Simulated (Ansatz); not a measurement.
Species: sum formula ReO2F2 (charge 0, doublet). The spin state was set by rule; other spins were not relaxed. 
Structure (B3LYP-D3(BJ)/def2-TZVP (Ansatz, a program for electronic structure) minimum search):
```xyz
5

Re     0.0839    -0.0184     0.0290
O      1.3604    -0.3918    -1.0171
O      0.5147    -0.0183     1.6654
F     -0.8840     1.5017    -0.4878
F     -1.4821    -0.9842    -0.3303
```
Charge 0, spin multiplicity 2.

Basis-set convergence of Hartree-Fock and MP2 correlation energies (hartree) with Ansatz. Correlated levels leave the core frozen unless marked. Open shells are spin-unrestricted. Spin-orbit coupling is left out. Frozen are the shells of the preceding noble gas and the d and f shells that filled before the atom's block. In def2 rows, elements after Kr have scalar-relativistic effective core potentials.

The UHF reference is spin-contaminated (<S^2> 0.18 over the pure value in the largest basis). 

| basis | functions | E(HF) | E(corr, MP2) |
|---|---|---|---|
| def2-SVP | 88 | -425.85843 | -1.03222 |
| def2-TZVPP | 180 | [?] | [?] |

**Question.** Complete the blanks.

**Answer.** 
- def2-TZVPP, E(HF): -426.35118
- def2-TZVPP, E(corr, MP2): -1.29276
